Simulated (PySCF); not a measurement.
Compound: C₃H₇BClP.
Bonds: C1–C2 (double), C2–Cl3, C2–C4, C4–B5, B5–P6. Hydrogens: H7, H8 on C1; H9, H10 on C4; H11 on B5; H12, H13 on P6.

Method: PBE0-D3(BJ)/def2-SVP geometry optimisation, gas phase (PySCF); density fitting, grid level 1; the optimiser is geomeTRIC in internal coordinates, started from a GFN2-xTB structure with every atom displaced at random (about 0.01 Å).

At the end of the run (lengths in Å): C4–B5 1.574, C1–H7 1.091, B5–H11 1.211, C4–H10 1.108, B5–P6 1.877, P6–H12 1.421, C2–C4 1.491, C4–B5–P6 125.7°, C2–C4–B5 118.1°, C1–C2–C4 126.9°, Cl3–C2–C4 113.5°, C1–C2–C4–B5 -112°, C2–C4–B5–P6 -9°, H12–P6–B5–C4 39°, H11–B5–P6–H12 -148°.

Question: These geometries were met on the way; a selection of coordinates is given. Order them by energy above the end point, lowest first.
A. C4–B5 1.622, C1–H7 1.051, B5–H11 1.174, C4–H10 1.073, B5–P6 1.845, P6–H12 1.393, C2–C4 1.466, C4–B5–P6 121.7°, C2–C4–B5 114.7°, C1–C2–C4 128.2°, Cl3–C2–C4 112.3°, C1–C2–C4–B5 -117°, C2–C4–B5–P6 -10°, H12–P6–B5–C4 47°, H11–B5–P6–H12 -141°
B. C4–B5 1.590, C1–H7 1.092, B5–H11 1.206, C4–H10 1.108, B5–P6 1.876, P6–H12 1.417, C2–C4 1.491, C4–B5–P6 126.2°, C2–C4–B5 118.3°, C1–C2–C4 126.8°, Cl3–C2–C4 114.4°, C1–C2–C4–B5 -116°, C2–C4–B5–P6 -9°, H12–P6–B5–C4 45°, H11–B5–P6–H12 -143°
C. C4–B5 1.575, C1–H7 1.091, B5–H11 1.211, C4–H10 1.108, B5–P6 1.879, P6–H12 1.421, C2–C4 1.492, C4–B5–P6 125.8°, C2–C4–B5 118.5°, C1–C2–C4 127.0°, Cl3–C2–C4 113.8°, C1–C2–C4–B5 -114°, C2–C4–B5–P6 -9°, H12–P6–B5–C4 40°, H11–B5–P6–H12 -147°

Answer: C (0.001 eV), B (0.013 eV), A (0.214 eV).

```tsv
step	E above end (eV)	rms distance from the end, all atoms (Å)	largest force (eV/Å)	rms shift of all bonds from the end (Å)
4	0.001	0.024	0.045	0.001
1	0.013	0.074	0.387	0.005
0	0.214	0.109	2.142	0.029
```

Rows stand in the order of the answer.
